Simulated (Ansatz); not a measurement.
Relaxation of a periodic cell of 30 atoms, H7C2N (contents 3 C2H4 + 3 NH3, density as packed 0.69 g/cm³ with natural masses), to a largest force component of 0.3 eV/Å in at most 15 steps.

The calculation used Ansatz 0.2.0, DFT PBE, scalar-relativistic, plane waves, PAW. Settings: accuracy low, cutoff 420 eV, k mesh 1x1x1, fermi-dirac smearing 0.05 eV, no spin polarisation.

```xyz
30
Lattice="6.8873 0.0000 0.0000 0.0000 6.8873 0.0000 0.0000 0.0000 6.8873" Properties=species:S:1:pos:R:3
C 1.586 2.833 2.892
C 0.830 2.860 1.792
H 1.218 3.196 3.846
H 2.599 2.446 2.877
H -0.184 3.247 1.806
H 1.197 2.497 0.838
C 3.912 5.655 3.661
C 3.166 6.187 2.690
H 4.274 6.250 4.493
H 4.187 4.606 3.659
H 2.891 7.236 2.693
H 2.803 5.592 1.859
C 0.029 5.593 5.350
C 0.573 6.803 5.495
H 0.117 5.035 4.424
H -0.525 5.116 6.152
H 1.126 7.279 4.692
H 0.484 7.361 6.421
N 2.614 1.315 6.862
H 3.252 2.011 7.239
H 2.988 0.409 7.130
H 2.695 1.371 5.850
N 6.215 6.786 1.838
H 6.254 7.784 1.651
H 7.014 6.374 1.363
H 5.388 6.438 1.359
N 2.260 4.013 6.266
H 2.275 4.956 5.886
H 3.093 3.549 5.913
H 1.468 3.543 5.835
```

Question: Where does it end, and by what steps?

Answer: It converged. The threshold is loose, so the end isn't yet a minimum. The force dipped under the threshold on the way, but the program's further checks kept it going. Limits of this set-up: coarse k mesh, low accuracy level. After 11 steps the energy has fallen by 0.985 eV; H30 moved furthest, 1.47 Å.

```csv
step,energy less start (eV),largest force component (eV/Å),accepted
0,0.0000,0.559,yes
1,-0.3863,0.649,yes
2,-0.5308,1.167,yes
3,-0.6711,0.649,yes
4,-0.7592,0.608,yes
5,-0.8569,0.233,yes
6,-0.8569,0.233,yes
7,-0.8986,0.402,yes
8,-0.9316,0.453,yes
9,-0.9653,0.229,yes
10,-0.9653,0.230,yes
11,-0.9852,0.238,yes
```

```xyz
30
Lattice="6.8873 0.0000 0.0000 0.0000 6.8873 0.0000 0.0000 0.0000 6.8873" Properties=species:S:1:pos:R:3
C 1.386 2.771 2.790
C 0.408 2.756 1.883
H 1.225 3.127 3.811
H 2.402 2.448 2.534
H -0.600 3.114 2.116
H 0.599 2.421 0.858
C 3.748 5.701 3.529
C 2.766 6.053 2.703
H 3.867 6.150 4.523
H 4.483 4.943 3.247
H 2.018 6.798 2.995
H 2.671 5.588 1.712
C -0.066 5.824 5.077
C 0.232 7.097 5.328
H -0.025 5.429 4.059
H -0.380 5.138 5.868
H 0.539 7.777 4.531
H 0.186 7.528 6.330
N 3.492 1.319 6.889
H 4.265 1.814 7.345
H 3.439 0.394 7.334
H 3.807 1.151 5.928
N 6.208 6.211 1.765
H 5.952 7.014 2.341
H 7.073 6.467 1.284
H 5.481 6.128 1.049
N 2.844 4.456 6.421
H 2.052 5.008 6.070
H 3.280 4.060 5.582
H 2.447 3.655 6.927
```

Whether the end is a true minimum wasn't checked by a vibrational analysis.

Run time: 22 s on 1 thread of Arm Neoverse V1, on a shared host, peak memory 0.37 GiB.
